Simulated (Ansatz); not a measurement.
Li2Al3, relaxed as a doublet with UKS B3LYP-D4/def2-TZVP in Ansatz, starting from the GFN2-xTB geometry. Force threshold 0.02 eV/Å.

The structure comes from a short search, and lower isomers may exist.

Start:

```tsv
atom	x (Å)	y (Å)	z (Å)
Al1	0.084	-0.703	1.303
Al2	0.876	-0.211	-1.184
Al3	-1.007	-1.993	-0.718
Li4	1.244	1.706	0.744
Li5	-1.197	1.201	-0.145
```

Task: Estimate the energy that the relaxation releases and the steps that it takes.

Result: 0.32 eV, in 7 steps; 36 s on 2 threads of Arm Neoverse V1 on a shared host. No frequencies were taken in this run, so the end may be a saddle point.

Task: Does the start keep its bonding and symmetry?

Result: Bonds lost: Li4–Li5 (atoms count from 1).

Task: Predict the relaxed structure.

Result: 
```xyz
5

Al    0.1317   -0.4685    1.3394
Al    0.7607   -0.1309   -1.0287
Al   -1.0198   -2.0646   -0.8638
Li    1.7180    1.6587    0.8556
Li   -1.5905    1.0052   -0.3025
```
Bond lengths (bridged metal pairs left out): 4 × Al–Li 2.70 to 2.80 Å; 2 × Al–Al 2.47 to 2.63 Å.
